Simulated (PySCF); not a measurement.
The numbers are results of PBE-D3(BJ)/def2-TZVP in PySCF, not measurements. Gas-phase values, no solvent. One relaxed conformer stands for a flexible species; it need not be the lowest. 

Reference species (SMILES): `[OH][Ge]([OH])([OH])[OH]` (neutral, multiplicity 1).

The LUMO comes out as -1.51 eV and the HOMO–LUMO gap is 5.92 eV.

Changed species: `[Cl][Ge]([Cl])([Cl])[Cl]` (0 of 4 Cl replaced by OH; the reference has 4 of 4 Cl replaced by OH).

Task: What does the change do to the LUMO and HOMO–LUMO gap?

Result: the LUMO falls by 1.97 eV, to -3.48 eV; the HOMO–LUMO gap drops by 1.19 eV, to 4.73 eV.
